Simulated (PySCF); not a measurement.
# Te (tellurium, neutral) across methods

[Kr] 4d10 5s2 5p3 6s1, high-spin 5S determinant (an excited configuration). All numbers are calculated (PySCF 2.14, the spin-free X2C one-electron Hamiltonian (Gaussian nucleus), in aug-cc-pwCVTZ-DK3 with one added diffuse shell each of s, p, d, f type (11s10p8d5f1g, 125 functions)).

```csv
method,E (hartree),mean ε 5s β (eV),mean ε 5p α (eV),mean ε 6s α (eV),Σ⟨r²⟩ (bohr²),⟨S²⟩
UHF,-6790.46106,-20.071,-14.359,-3.217,98.43,6.002
LDA,-6786.95,-17.746,-9.927,-2.177,91.03,6.001
PBE0,-6792.96,-18.330,-11.187,-2.414,93.54,6.001
r2SCAN,-6793.30,-17.364,-10.470,-2.058,94.39,6.001
PBE,-6792.88,-17.311,-9.897,-2.050,92.72,6.001
```

The outer electron is Rydberg-like, and this basis confines it to a smaller radius and binds it less than a complete one would.
